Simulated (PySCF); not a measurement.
## Electron correlation in B (boron, neutral)

[He] 2s2 2p1, 2P determinant. All numbers are calculated (PySCF 2.14, scalar relativity by spin-free X2C-1e, in aug-cc-pVDZ-DK (4s3p2d, 23 functions)). Frozen: 1s2; 3 electrons correlated.

MP2 pair energies summed by pair of shells (mhartree):

| pair | energy | share (%) |
| --- | --- | --- |
| 2s-2s | -21.96 | 59.2 |
| 2s-2p | -15.12 | 40.8 |

Total MP2 correlation energy: -37.07 mhartree.

Same-spin part -2.55 and opposite-spin part -34.53 mhartree; SCS-MP2 scales them by 1/3 and 6/5 to -42.28 mhartree.

```
  level  correlation energy (mhartree)
   CCSD                         -59.62
    (T)                          -0.91
CCSD(T)                         -60.53
```

Diagnostics: T1 = 0.014, D1 = 0.0268, largest double amplitude 0.076.

Cost of the coupled-cluster step: 0.24 s of wall time on 1 thread of Neoverse-N1 (shared host), for 3 correlated electrons.

Iterations:

```
CC2 = 0
CCSD nocc = (np.int64(2), np.int64(1)), nmo = (22, 22)
frozen orbitals [[0], [0]]
max_cycle = 100
direct = 0
conv_tol = 1e-08
conv_tol_normt = 1e-06
diis_space = 8
diis_start_cycle = 0
Init t2, MP2 energy = -0.0370727822883442
Init E_corr(UCCSD) = -0.037072782288545
cycle = 1  E_corr(UCCSD) = -0.0499328315654532  dE = -0.0128600493  norm(t1,t2) = 0.0636035
cycle = 2  E_corr(UCCSD) = -0.0549959224013587  dE = -0.00506309084  norm(t1,t2) = 0.0312263
cycle = 3  E_corr(UCCSD) = -0.0596340770891956  dE = -0.00463815469  norm(t1,t2) = 0.0166472
cycle = 4  E_corr(UCCSD) = -0.0595744094514062  dE = 5.96676378e-05  norm(t1,t2) = 0.00223825
cycle = 5  E_corr(UCCSD) = -0.0596335154462582  dE = -5.91059949e-05  norm(t1,t2) = 0.000359606
cycle = 6  E_corr(UCCSD) = -0.0596075997837923  dE = 2.59156625e-05  norm(t1,t2) = 9.33434e-05
cycle = 7  E_corr(UCCSD) = -0.0596152814286261  dE = -7.68164483e-06  norm(t1,t2) = 3.45793e-05
cycle = 8  E_corr(UCCSD) = -0.0596158133239135  dE = -5.31895287e-07  norm(t1,t2) = 6.52995e-06
cycle = 9  E_corr(UCCSD) = -0.059615300369052  dE = 5.12954862e-07  norm(t1,t2) = 1.78948e-06
cycle = 10  E_corr(UCCSD) = -0.0596154259859602  dE = -1.25616908e-07  norm(t1,t2) = 5.91763e-07
cycle = 11  E_corr(UCCSD) = -0.059615425456903  dE = 5.29057215e-10  norm(t1,t2) = 1.25763e-07
UCCSD converged
E(UCCSD) = -24.59691762767587  E_corr = -0.05961542545690296
UCCSD(T) correction = -0.000907901004912372
```
